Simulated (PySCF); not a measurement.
Theory: structure optimised with GFN2-xTB, GIAO PBE0/pcSseg-1 shieldings, in PySCF (gas phase, non-relativistic, a single conformation, one averaged value for each set of equivalent atoms).

Referencing at the same level of theory: 1H and 13C against TMS. Shifts are as computed. Against solution values, carbons near 30 ppm lie about +3 ppm off and those near 130 ppm about +5 ppm; carbons on Cl a further +6 ppm. Of 1211 compounds with measured shifts, 218 miss one by over three times the rms of a fit or turn the order of signals round; such compounds aren't used in these exercises. Carbons bonded to Cl come out too deshielded.

(1) Order these molecules by the shift of their most shielded carbon, lowest δ first.
A. CC1=C(Cl)C=C[Si@H]1C1CC1
B. [SiH3]CC1=CC2(CC2)C(Cl)=C1
C. C=C(C)[Si@H](Cl)C1=C(Cl)CC1

(2) Order these molecules by the shift of their most shielded carbon-bound hydrogen, lowest δ first.
A. CC1=C(Cl)C=C[Si@H]1C1CC1
B. C[SiH2][C@@H]1C=C[C@@H]1C#N
C. [SiH3]CC1=CC2(CC2)C(Cl)=C1
D. C=C(C)[Si@H](Cl)C1=C(Cl)CC1

(3) How many 13C and 1H signals does each give (equivalence by symmetry and fast rotation, but not about amide C–N or C=N bonds)? `N#CCCC(=O)Cl`, `C=C(C)[Si@H](Cl)C1=C(Cl)CC1`, `C[SiH2][C@@H]1C=C[C@@H]1C#N`, `CC1=C(Cl)C=C[Si@H]1C1CC1`, `[SiH3]CC1=CC2(CC2)C(Cl)=C1`

Results:

(1) A (-4.7 ppm, three-membered-ring carbon), B (15.9 ppm, allylic sp3 CH2 bonded to Si), C (25.1 ppm, allylic methyl carbon).

(2) A (-0.09 ppm, hydrogen on a three-membered-ring carbon), B (0.40 ppm, hydrogen on a methyl carbon bonded to Si), C (1.42 ppm, hydrogen on a three-membered-ring carbon), D (2.14 ppm, hydrogen on an allylic methyl carbon).

(3) N#CCCC(=O)Cl: 4 C, 2 H; C=C(C)[Si@H](Cl)C1=C(Cl)CC1: 7 C, 8 H; C[SiH2][C@@H]1C=C[C@@H]1C#N: 6 C, 7 H; CC1=C(Cl)C=C[Si@H]1C1CC1: 8 C, 9 H; [SiH3]CC1=CC2(CC2)C(Cl)=C1: 7 C, 6 H.
